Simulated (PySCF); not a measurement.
## Lithium: a sound run and one with changed settings

Sound run: Li⁺ 1s2, Li²⁺ 1s1. All numbers are calculated (PySCF 2.14, scalar relativity by spin-free X2C-1e, in cc-pVTZ-DK). The sound run starts from symmetry-adapted Hartree-Fock orbitals and uses a fine grid where one is needed.

Changed run: initial guess minao, at most 3 SCF cycles. This setting is unsound on purpose.

```json
{"species": "Li⁺", "method": "UHF", "sound run (hartree)": "-7.23704", "changed run (hartree)": "-7.23704", "converged": "no"}
{"species": "Li⁺", "method": "TPSS", "sound run (hartree)": "-7.28702", "changed run (hartree)": "-7.28702", "converged": "no"}
{"species": "Li⁺", "method": "B3LYP", "sound run (hartree)": "-7.28610", "changed run (hartree)": "-7.28610", "converged": "no"}
{"species": "Li²⁺", "method": "UHF", "sound run (hartree)": "-4.49941", "changed run (hartree)": "-4.49941", "converged": "no"}
{"species": "Li²⁺", "method": "TPSS", "sound run (hartree)": "-4.49969", "changed run (hartree)": "-4.49969", "converged": "no"}
{"species": "Li²⁺", "method": "B3LYP", "sound run (hartree)": "-4.49414", "changed run (hartree)": "-4.49414", "converged": "no"}
```

The SCF was stopped early; the energies are upper bounds that still move, and correlated levels were skipped or rest on poor orbitals.
